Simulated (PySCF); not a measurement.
A structure optimised at B3LYP-D3(BJ)/def2-TZVP, used in a PySCF frequency run:

```xyz
2

Cu     0.0000     0.0000    -1.1457
Cu     0.0000     0.0000     1.1457
```
Charge 0, spin multiplicity 1.

### Question
Write its SMILES, formula and point group.

### Answer
[Cu][Cu], Cu2, D∞h

### Question
What are its rotational constants (standard atomic weights)?

### Answer
3.0294 GHz (linear rotor, B only)
